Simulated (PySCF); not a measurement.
## Spin states of ZrF

Unrestricted PBE0; PySCF, scalar-relativistic core potentials, basis sets Zr def2-TZVPPD with ECP28, F def2-TZVPPD. Outer shells of the fragments: Zr 4d2 5s2; F 2s2 2p5.

Followed along the bond (rough minima from three points):

```tsv
2Ms+1	unpaired	⟨S²⟩ at the start	R at minimum (Å)	Te (eV)
4	σ ↑, δ ↑↑	3.75	1.89	0.00
2	δ ↑	1.31	1.86	0.04
4	σ ↑, π ↑, δ ↑	3.75	1.93	0.29
4	σ ↑, π ↑, δ ↑	3.75	1.93	0.29
2	π ↑	1.59	1.92	0.48
2	σ ↑, δ ↑↓	1.75	1.88	0.61
```

Solutions found at the starting distance of 2.020 Å, counted from the lowest of them; the search is not exhaustive and high or unbound solutions are not listed, so other states can lie among these:

```tsv
2Ms+1	unpaired	term	E (eV)	⟨S²⟩	⟨Lz²⟩	μ (D)
4	σ ↑, δ ↑↑	⁴Σ⁻	0.00	3.75	0.00	-4.01
2	δ ↑	mixed	0.12	1.31	4.24	-2.99
4	σ ↑, π ↑, δ ↑	mixed	0.17	3.75	4.93	-2.89
4	σ ↑, π ↑, δ ↑	mixed	0.18	3.75	4.99	-2.99
2	π ↑	mixed	0.40	1.59	3.35	-2.89
2	σ ↑, δ ↑↓	mixed	0.62	1.75	8.02	-3.20
4	σ ↑↑, δ ↑	⁴Δ	0.79	3.75	4.01	-0.62
2	σ ↑, π ↓, δ ↑	mixed	0.79	1.75	4.84	-3.53
2	σ ↓, δ ↑↑	mixed	0.82	1.75	0.00	-2.02
2	σ ↑, π ↓, δ ↑	mixed	0.84	1.75	5.00	-3.46
2	σ ↓, π ↑, δ ↑	mixed	0.93	1.75	5.33	-3.14
4	π ↑, δ ↑↑	mixed	1.41	3.75	1.26	-3.79
6	σ ↑, π ↑↑, δ ↑↑	mixed	7.42	8.75	2.30	1.74
6	σ ↑, π ↑↑, δ ↑↑	mixed	7.54	8.75	2.37	2.07
```

A term symbol is given only where ⟨S²⟩ and ⟨Lz²⟩ are close to those of a pure state; real π, δ and φ orbitals otherwise mix terms. A positive dipole means Zr(−)F(+).

Task: Compare the gap between the two lowest followed solutions at the starting distance with the gap between their minima.

Result: At PBE0 the second solution (Ms = 0.5 of mixed spin, unpaired electrons δ ↑) lies +0.12 eV from the first (quartet, unpaired electrons σ ↑, δ ↑↑) at 2.020 Å and +0.04 eV at the minima; the two curves relax by different amounts, since their minima lie near 1.86 and 1.89 Å. A gap this small is a tie at this level.

Spin–orbit coupling is left out. With d or f electrons several states lie close, and the lowest PBE0 determinant need not be the measured ground state.
